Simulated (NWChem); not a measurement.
# Atomisation of C$_{2}$H$_{5}$FO$_{2}$Si

```
O
C 1 1.3544
C 2 1.3364 1 122.99
F 3 1.3380 2 122.77 1 0.00
H 3 1.0922 2 122.81 1 180.00
H 2 1.0966 3 118.38 5 0.00
Si 1 1.6785 2 129.97 6 0.00
O 7 1.6512 1 105.84 2 180.00
H 8 0.9648 7 117.07 1 0.00
H 7 1.4881 8 110.76 9 118.92
H 7 1.4881 10 109.87 8 -122.68
```
Charge 0, spin multiplicity 1.

All runs are NWChem calculations. The geometry was optimised at B3LYP/def2-SVP, held to Cs symmetry and with no frequency check, so it may be a saddle point. It is one conformer; others weren't searched.

Basis set: def2-SVP. The atomisation energy is electronic alone: no zero-point, thermal, spin-orbit or counterpoise terms. No value is extrapolated to the basis-set limit. Free atoms are single determinants with multiplicities O 3, Si 3, C 3, F 2, H 2. Correlated methods freeze the same cores in atoms and molecule, 10 orbitals in all.

B3LYP has NWChem's definition, with VWN1-RPA local correlation. The structure started from a generated list of species. The stability of the SCF solutions was not checked. Open-shell Hartree-Fock references start from PBE0 orbitals.

**Question.** For the atomisation energy, HF gives 734.2 kcal/mol and BLYP gives 1036.5 kcal/mol. What do PBE, MP2, CAM-B3LYP give?

**Answer.** PBE: 1064.9 kcal/mol; MP2: 997.9 kcal/mol; CAM-B3LYP: 1042.9 kcal/mol.
